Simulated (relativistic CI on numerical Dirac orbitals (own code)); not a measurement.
**Electric-dipole lines of Ni**

Calculated at this level of theory: Dirac-Coulomb-Breit CI, KLI orbitals optimised for each configuration, model QED, valence Slater integrals scaled by 0.85, P86 correlation energy added to each configuration (own radial code, finite nucleus).

Configuration list (outside the closed core [Ar]): 3d⁸4s², 3d⁹4s, 3d¹⁰, 3d⁸4s4p, 3d⁹4p, 3d⁸4p², 3d⁹4d, 3d⁸4s4d, 3d⁹5s, 3d⁹5p, 3d⁸4s5s, 3d⁸4s6s, 3d⁸4s5p, 3d⁸4s6p, 3d⁸4s4f, 3d⁸4s5d, 3d⁸4s7s, 3d⁸4s7p, 3d⁸4s5g, 3d⁸4s5f, 3d⁸4s6d, 3d⁸4s7d, 3d⁸4d², 3d⁷4s²4p. Levels of other configurations are missing.

| λ vac (nm) | Lower | Upper | A (s⁻¹) | E lower (cm⁻¹) | E upper (cm⁻¹) |
| --- | --- | --- | --- | --- | --- |
| 164.72 | 3d⁸4s² ³F4 [1] | 3d⁷4s²4p ³G°5 [347] | 9.34e+07 | 0.0 | 60708.0 |
| 187.28 | 3d⁸4s² ³F4 [1] | 3d⁸4s5p ³G°5 [155] | 9.42e+07 | 0.0 | 53396.1 |
| 189.16 | 3d⁸4s² ³F3 [2] | 3d⁸4s5p ³G°4 [185] | 7.28e+07 | 1294.6 | 54158.9 |
| 234.60 | 3d⁸4s² ³F4 [1] | 3d⁸4s4p ³G°3 [74] | 9.43e+07 | 0.0 | 42625.6 |
| 236.14 | 3d⁸4s² ³F4 [1] | 3d⁸4s4p ³F°3 [73] | 1.33e+08 | 0.0 | 42346.9 |
| 237.57 | 3d⁸4s² ³F4 [1] | 3d⁸4s4p ³G°4 [72] | 5.42e+07 | 0.0 | 42093.4 |
| 238.36 | 3d⁸4s² ³F3 [2] | 3d⁸4s4p ³F°2 [76] | 1.74e+08 | 1294.6 | 43248.4 |
| 239.61 | 3d⁸4s² ³F2 [3] | 3d⁸4s4p ³D°1 [80] | 1.93e+08 | 2164.8 | 43899.9 |
| 239.88 | 3d⁸4s² ³F3 [2] | 3d⁸4s4p ³F°3 [75] | 1.21e+08 | 1294.6 | 42982.3 |
| 240.73 | 3d⁸4s² ³F4 [1] | 3d⁸4s4p ³G°4 [71] | 1.94e+08 | 0.0 | 41540.2 |
| 241.42 | 3d⁸4s² ³F2 [3] | 3d⁸4s4p ³D°2 [78] | 2.19e+08 | 2164.8 | 43586.5 |
| 241.95 | 3d⁸4s² ³F3 [2] | 3d⁸4s4p ³G°3 [74] | 9.86e+07 | 1294.6 | 42625.6 |
| 243.41 | 3d⁸4s² ³F2 [3] | 3d⁸4s4p ³F°2 [76] | 1.20e+08 | 2164.8 | 43248.4 |
| 243.59 | 3d⁸4s² ³F3 [2] | 3d⁸4s4p ³F°3 [73] | 1.46e+08 | 1294.6 | 42346.9 |
| 244.99 | 3d⁸4s² ³F2 [3] | 3d⁸4s4p ³F°3 [75] | 2.79e+08 | 2164.8 | 42982.3 |
| 245.10 | 3d⁸4s² ³F3 [2] | 3d⁸4s4p ³G°4 [72] | 3.61e+08 | 1294.6 | 42093.4 |
| 245.43 | 3d⁸4s² ³F4 [1] | 3d⁸4s4p ⁵D°4 [65] | 1.15e+08 | 0.0 | 40744.3 |
| 246.19 | 3d⁸4s² ³F4 [1] | 3d⁸4s4p ³G°5 [64] | 5.38e+08 | 0.0 | 40619.2 |
| 247.15 | 3d⁸4s² ³F2 [3] | 3d⁸4s4p ³G°3 [74] | 1.84e+08 | 2164.8 | 42625.6 |
| 248.47 | 3d⁸4s² ³F3 [2] | 3d⁸4s4p ³G°4 [71] | 1.68e+08 | 1294.6 | 41540.2 |
| 248.87 | 3d⁸4s² ³F2 [3] | 3d⁸4s4p ³F°3 [73] | 6.20e+07 | 2164.8 | 42346.9 |
| 255.12 | 3d⁸4s² ³F4 [1] | 3d⁸4s4p ³F°4 [53] | 4.92e+07 | 0.0 | 39197.3 |
| 276.28 | 3d⁸4s² ³F4 [1] | 3d⁹4p ³F°4 [43] | 4.70e+07 | 0.0 | 36195.5 |
| 276.58 | 3d⁸4s² ³F4 [1] | 3d⁹4p ³D°3 [42] | 1.67e+08 | 0.0 | 36156.2 |
| 278.57 | 3d⁸4s² ³F3 [2] | 3d⁹4p ³F°2 [47] | 9.47e+07 | 1294.6 | 37191.6 |
| 280.73 | 3d⁸4s² ³F3 [2] | 3d⁹4p ³D°2 [46] | 4.94e+07 | 1294.6 | 36915.9 |
| 281.07 | 3d⁸4s² ³F2 [3] | 3d⁹4p ³D°1 [49] | 1.46e+08 | 2164.8 | 37742.8 |
| 285.42 | 3d⁹4s ³D3 [4] | 3d⁸4s4p ³F°4 [95] | 5.42e+07 | 11455.8 | 46492.5 |
| 288.86 | 3d⁹4s ³D2 [5] | 3d⁸4s4p ³F°3 [98] | 4.49e+07 | 12098.9 | 46717.4 |
| 295.64 | 3d⁹4s ³D3 [4] | 3d⁸4s4p ³P°2 [85] | 6.47e+07 | 11455.8 | 45281.3 |
| 320.82 | 3d⁹4s ³D3 [4] | 3d⁸4s4p ³G°3 [74] | 3.53e+07 | 11455.8 | 42625.6 |
| 330.97 | 3d⁸4s4p ⁵D°4 [12] | 3d⁸4s4d ⁵P3 [123] | 1.51e+08 | 21647.7 | 51861.8 |
| 342.39 | 3d⁸4s4p ⁵G°6 [15] | 3d⁸4s4d ⁵H7 [126] | 1.58e+08 | 22682.8 | 51889.0 |
| 342.97 | 3d⁸4s4p ¹G°4 [37] | 3d⁸4s4d ¹H5 [289] | 8.98e+07 | 30287.7 | 59444.4 |
| 344.96 | 3d⁸4s4p ⁵F°5 [19] | 3d⁸4s4d ⁵H6 [139] | 7.89e+07 | 23751.4 | 52740.2 |
| 402.95 | 3d⁹4s ³D2 [5] | 3d⁹4p ³D°2 [46] | 5.44e+07 | 12098.9 | 36915.9 |
| 404.21 | 3d⁹4s ³D3 [4] | 3d⁹4p ³F°4 [43] | 6.71e+07 | 11455.8 | 36195.5 |
| 404.85 | 3d⁹4s ³D3 [4] | 3d⁹4p ³D°3 [42] | 5.41e+07 | 11455.8 | 36156.2 |
| 409.25 | 3d⁹4s ³D2 [5] | 3d⁹4p ³F°3 [45] | 5.59e+07 | 12098.9 | 36534.1 |
| 411.47 | 3d⁹4s ³D1 [6] | 3d⁹4p ³F°2 [47] | 4.26e+07 | 12888.3 | 37191.6 |
| 418.51 | 3d⁹4s ³D2 [5] | 3d⁹4p ³P°1 [41] | 5.13e+07 | 12098.9 | 35993.0 |
| 421.49 | 3d⁹4s ³D3 [4] | 3d⁹4p ³P°2 [40] | 5.94e+07 | 11455.8 | 35181.3 |
| 473.94 | 3d⁸4s4p ⁵G°6 [15] | 3d⁸4s5s ⁵F5 [79] | 5.34e+07 | 22682.8 | 43782.4 |
| 568.85 | 3d⁹4p ³F°4 [43] | 3d⁹4d ³G5 [168] | 5.75e+07 | 36195.5 | 53774.9 |
| 579.67 | 3d⁹4p ³F°3 [45] | 3d⁹4d ¹G4 [169] | 4.44e+07 | 36534.1 | 53785.3 |

Terms are leading LS components. Brackets give the number of a level in order of energy, since labels repeat. The list gives strong lines, with weight on those to low levels, without lines whose two gauges differ by over a factor of 2.5, among the lowest 398 of 2050 levels, so that lines to higher ones, which can be the strongest, are missing, and without lines across small gaps between configurations, and without 32 lines that miss the measured interval by over 3.5 %, start from a term whose rates miss tabulated ones by over 60 %, have gauges far apart or, lacking measured levels, span too small a gap for the errors found; lines with a level outside our table were not tested and can miss by more. Levels whose partners in the same complex of configurations lie outside the list can be far off, and so can their lines. Rates are taken at the computed energies, electric ones in the length gauge.

For a near-neutral ion this model can misplace configurations by up to about 10,000 cm⁻¹ (more where the count of f electrons changes) and terms by 10 to 25 % of their spread. Rates follow the energies as ν³ (E1, M1) or ν⁵ (E2), so they and the lifetimes can be off by large factors. The fine structure of a lone outer electron comes out too small, for d and f at times inverted, and misplaced configurations move strength between like terms.

LS names give the leading component of a level, which can be under half, so a name can repeat, a term be missing and a line seem to break the LS rules.
